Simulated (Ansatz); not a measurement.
`C=C[Si](N)(N)F` and `C=C[Si](N)(N)O` differ in one atom or group.

Ansatz, PBE0-D4/def2-TZVP geometries, multiplicity 1. Each molecule was computed in one conformer, which needn't be the lowest.

```csv
property,`C=C[Si](N)(N)F`
HOMO–LUMO gap (B3LYP/def2-TZVPP) / eV,6.62
HOMO energy (B3LYP/def2-TZVPP) / eV,-7.15
HOMO energy (PBE0/def2-TZVPP) / eV,-7.39
HOMO–LUMO gap (ωB97M-V/def2-TZVPP) / eV,11.51
LUMO energy (PBE0/def2-TZVPP) / eV,-0.31
LUMO energy (ωB97M-V/def2-TZVPP) / eV,1.78
```

Give the same properties after the change, and the shifts. (Best estimate.)

The calculation gave: 
```
                               property  `C=C[Si](N)(N)O`  shift
  HOMO–LUMO gap (B3LYP/def2-TZVPP) / eV              6.59  -0.03
    HOMO energy (B3LYP/def2-TZVPP) / eV             -6.95   0.20
     HOMO energy (PBE0/def2-TZVPP) / eV             -7.19   0.20
HOMO–LUMO gap (ωB97M-V/def2-TZVPP) / eV             11.46  -0.05
     LUMO energy (PBE0/def2-TZVPP) / eV             -0.15   0.16
  LUMO energy (ωB97M-V/def2-TZVPP) / eV              1.94   0.16
```

B3LYP here is the variant with VWN-RPA as its local correlation; programs differ in this.
